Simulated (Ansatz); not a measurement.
Isolated molecules relaxed with PBE0-D4/def2-TZVP in Ansatz; ΔE leaves out vibrations. CCSD(T)/CBS adds triple-zeta CCSD(T) − MP2 to the extrapolated MP2 energy (def2 sets, frozen cores). This one scheme is used for every species. DFT in def2-TZVPP. B3LYP here is the variant with VWN-RPA as its local correlation; programs differ in this. Triplets are unrestricted, without spin–orbit coupling. One conformer a species, not always the lowest.

Consider the formal loss of a carbene: `CN[SiH2]CCl` → `[CH2]` (triplet) + `N[SiH2]CCl`.

`CN[SiH2]CCl`:

Z-matrix (Å, degrees):
```
C
N 1 1.448
H 1 1.098 2 113.5
H 1 1.094 2 111.0 3 -121.9
H 1 1.093 2 109.5 3 120.2
Si 2 1.708 1 123.3 3 -85.9
H 2 1.008 1 113.5 3 66.1
C 6 1.890 2 114.9 1 66.0
H 6 1.483 2 108.1 1 -173.8
H 6 1.491 2 108.7 1 -52.2
Cl 8 1.789 6 109.4 2 57.7
H 8 1.091 6 112.3 2 -61.2
H 8 1.091 6 112.1 2 176.9
```

`[CH2]` (triplet):

Z-matrix (Å, degrees):
```
C
H 1 1.079
H 1 1.079 2 134.9
```

`N[SiH2]CCl`:

```xyz
10

N     0.363    1.454   -0.813
Si    0.762    0.018    0.027
C    -0.703   -1.095    0.451
Cl   -1.871   -0.157    1.432
H    -0.208    2.155   -0.368
H     0.210    1.436   -1.807
H     1.410    0.367    1.315
H     1.678   -0.771   -0.842
H    -1.234   -1.444   -0.435
H    -0.405   -1.964    1.040
```

CCSD(T)/CBS gives +94.4 kcal/mol.

Question: Another level gave +91.1 kcal/mol. Which?
A. HF/def2-TZVPP
B. B2PLYP/def2-TZVPP
C. B3LYP/def2-TZVPP
D. PBE0-D4/def2-TZVPP

Answer: C. B3LYP 91.1, HF/def2-TZVPP 60.2, PBE0-D4 94.5, B2PLYP 92.5 kcal/mol.

Largest T1 diagnostic among the species: 0.011.

The D4 term adds +2.7 kcal/mol with B3LYP and +1.5 kcal/mol with PBE0; it sums over pairs of atoms, weighted by their polarisabilities, and B3LYP, whose exchange is more repulsive, gets the larger term. From PBE to PBE0 (25 % exact exchange), in def2-TZVPP and without D4, ΔE moves by −2.0 kcal/mol. In def2-TZVPP, CCSD(T) changes the Hartree–Fock value by +31.9 kcal/mol (the triples alone add +2.6 kcal/mol) and MP2 by +34.4 kcal/mol.
